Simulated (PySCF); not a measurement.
**C₆ coefficients of unlike pairs at PBE**

Calculated with PySCF 2.14 from the dipole response of each species, C₆(A,B) = (3/π) ∫ α_A(iu) α_B(iu) du, in atomic units, from isotropic polarisabilities. For ions this is the dispersion term alone; charge-induced terms of lower order in 1/R come first.

```tsv
species	configuration	basis	relativity	α (bohr³)	C₆ (like pair)
Ge⁺	[Ar] 3d10 4s2 4p1 (2P)	aug-cc-pwCVDZ-PP with ECP10MDF (6s5p4d1f)	core potential	19.22	109.8
Ni	[Ar] 3d8 4s2 (3F)	aug-cc-pVTZ (8s7p5d3f2g)	none	48.98	390.9
Cl²⁺	[Ne] 3s2 3p3 (4S)	aug-cc-pwCVTZ (8s7p5d3f)	none	5.886	20.98
Br³⁺	[Ar] 3d10 4s2 4p2 (3P)	x2c-TZVPPall with one added diffuse shell each of s, p, d type (7s6p5d1f)	spin-free X2C	5.970	21.89
```

(1) Estimate C₆ for Br³⁺ with Ge⁺.

No spin-orbit coupling is included.

The other pairs:

```tsv
pair	C₆
Ni, Ge⁺	200.3
Cl²⁺, Ni	77.61
Br³⁺, Ni	79.06
Cl²⁺, Ge⁺	45.65
Br³⁺, Cl²⁺	21.42
```

Results:

(1) The integral gives 46.56. The combination rule 2 C_A C_B / (C_A α_B/α_A + C_B α_A/α_B) gives 45.98 and the geometric mean 49.04.
